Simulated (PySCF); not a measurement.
**Continuum solvent and chemical shifts**

Atoms are numbered as in `[F:1][C:2]1([F:3])[O:4][CH2:5][c:6]2[cH:7][cH:8][cH:9][cH:10][c:11]21`. Each H is labelled by its parent atom.

GIAO PBE0/pcSseg-1 in PySCF 2.14 on one PBE0-D3(BJ)/def2-SVP conformer, non-relativistic, equivalent nuclei averaged. Solvents enter as an IEF-PCM continuum (chloroform with ε = 4.7, dichloromethane with ε = 8.9) around the gas-phase geometry. Shifts are referred to CFCl3, TMS computed in the same medium.

In chloroform, δ in ppm: F1/F3 -71.9, C6 146.4, C8 138.9, C11 136.9, C2 136.5, C9 135.3, C10 130.0, C7 127.9, C5 74.7, H(C10) 8.01, H(C8) 7.87, H(C9) 7.80, H(C7) 7.64, H(C5) 5.42. Dipole moment 4.79 D.

Problem. How does each δ change in the more polar medium?

Solution. 
```json
{"atoms": "F1/F3", "environment": "fluorine of a CF2 group", "Δδ, dichloromethane": "-0.2"}
{"atoms": "C6", "environment": "substituted aromatic carbon", "Δδ, dichloromethane": "+0.4"}
{"atoms": "C8", "environment": "aromatic CH", "Δδ, dichloromethane": "+0.4"}
{"atoms": "C11", "environment": "substituted aromatic carbon", "Δδ, dichloromethane": "-0.2"}
{"atoms": "C2", "environment": "fully substituted sp3 carbon bonded to 2 F and O, on an aromatic ring", "Δδ, dichloromethane": "+0.3"}
{"atoms": "C9", "environment": "aromatic CH", "Δδ, dichloromethane": "+0.2"}
{"atoms": "C10", "environment": "aromatic CH", "Δδ, dichloromethane": "0.0"}
{"atoms": "C7", "environment": "aromatic CH", "Δδ, dichloromethane": "+0.5"}
{"atoms": "C5", "environment": "sp3 CH2 bonded to O, on an aromatic ring", "Δδ, dichloromethane": "+0.3"}
{"atoms": "H(C10)", "environment": "hydrogen on an aromatic CH", "Δδ, dichloromethane": "+0.02"}
{"atoms": "H(C8)", "environment": "hydrogen on an aromatic CH", "Δδ, dichloromethane": "+0.05"}
{"atoms": "H(C9)", "environment": "hydrogen on an aromatic CH", "Δδ, dichloromethane": "+0.04"}
{"atoms": "H(C7)", "environment": "hydrogen on an aromatic CH", "Δδ, dichloromethane": "+0.06"}
{"atoms": "H(C5)", "environment": "hydrogen on an sp3 CH2 bonded to O, on an aromatic ring", "Δδ, dichloromethane": "+0.04"}
```

Changes are relative to chloroform. The dipole moment becomes 4.94 D in dichloromethane.

Problem. Which nuclei move most (in ppm), and what does the model miss?

Solution. C6 (substituted aromatic carbon, +0.4 ppm) and C8 (aromatic CH, +0.4 ppm) and C7 (aromatic CH, +0.5 ppm) in dichloromethane. A continuum only polarises the solute; specific hydrogen bonds, the anisotropy of aromatic solvents and changes of geometry or conformer are outside it.
